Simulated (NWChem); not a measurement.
## Basis-set convergence for F$_{3}$Sc

```xyz
4

Sc     0.0000     0.0000     0.0000
F      0.0000     0.0000     1.8222
F     -1.5781     0.0000    -0.9111
F      1.5781     0.0000    -0.9111
```
Charge 0, spin multiplicity 1.

Program: NWChem. Structure: optimised with PBE0/def2-SVP, a minimum by its harmonic frequencies.

Quantity: first vertical ionisation energy at the level G0W0@PBE0.

GW and range-separated runs recompute their integrals, the others keep them in memory, which bears on the times. The structure started from a generated list of species.

Relative cost: rough, from shared machines, SCF included, def2-SVP = 1.

```csv
basis,functions,first vertical ionisation energy (eV),relative cost
def2-SVP,73,[?],1
def2-TZVP,138,13.66,4
def2-TZVPP,157,[?],6
def2-TZVPD,168,13.65,6
```

Question: What belongs in the gaps?

Answer: 
- def2-SVP, first vertical ionisation energy (eV): 13.03
- def2-TZVPP, first vertical ionisation energy (eV): 13.68
